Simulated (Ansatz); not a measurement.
Born–Oppenheimer molecular dynamics of CH9FOSi2 (14 atoms, charge 0, multiplicity 1). It starts from a rough guess of a transition structure, not a stationary point.

Theory: Ansatz 0.2.0, UKS BHLYP-D4/STO-3G.

```
ensemble                      : NVE (velocity Verlet)
time step                     : 0.5 fs
steps asked                   : 150
starting velocities drawn for : 100 K
seed                          : 956776
```

First frame:

```xyz
14
Properties=species:S:1:pos:R:3
Si -0.080 0.932 0.318
F 0.362 0.428 -1.571
O -1.411 0.034 0.256
C -2.189 -0.490 -0.776
H 0.023 2.258 -0.274
H -0.219 1.135 1.770
H 1.168 0.018 -0.767
Si 2.079 -0.429 0.804
H -2.294 -1.567 -0.625
H -3.177 -0.026 -0.741
H -1.746 -0.305 -1.754
H 2.519 0.459 1.876
H 3.310 -0.758 0.069
H 1.656 -1.690 1.415
```

(1) How far do the bonds stretch over the last three quarters of this one trajectory? (Pairs bonded in most of those frames.)

## Answers

(1) 
| bond | mean (Å) | spread (Å) | shortest | longest |
| --- | --- | --- | --- | --- |
| Si1–O3 | 1.742 | 0.070 | 1.62 | 1.83 |
| Si1–H5 | 1.442 | 0.023 | 1.41 | 1.49 |
| Si1–H6 | 1.440 | 0.020 | 1.41 | 1.47 |
| Si1–Si8 | 2.272 | 0.100 | 2.12 | 2.40 |
| F2–H7 | 1.007 | 0.103 | 0.85 | 1.15 |
| O3–C4 | 1.449 | 0.033 | 1.39 | 1.50 |
| C4–H9 | 1.102 | 0.016 | 1.07 | 1.13 |
| C4–H10 | 1.106 | 0.016 | 1.07 | 1.14 |
| C4–H11 | 1.104 | 0.026 | 1.06 | 1.15 |
| Si8–H12 | 1.436 | 0.017 | 1.41 | 1.46 |
| Si8–H13 | 1.438 | 0.027 | 1.40 | 1.48 |
| Si8–H14 | 1.435 | 0.020 | 1.40 | 1.46 |

Mean temperature of the second half: 1479 K. The conserved energy stayed within 1.5 meV per atom of its start (net change -0.31 meV per atom), so the integration is sound. The kinetic energy rose, since the run started high on the potential surface and went downhill. It ends in pieces (CH8OSi2 + FH), so much of that is their flight and rotation, not heat. A run of 0.075 ps of so small a system gives no equilibrium averages. The orbitals were unrestricted but ended closed-shell. Limits of this set-up: minimal basis.

The run took 13 min on 1 thread of Arm Neoverse V1 (shared host), peak memory 0.16 GiB.
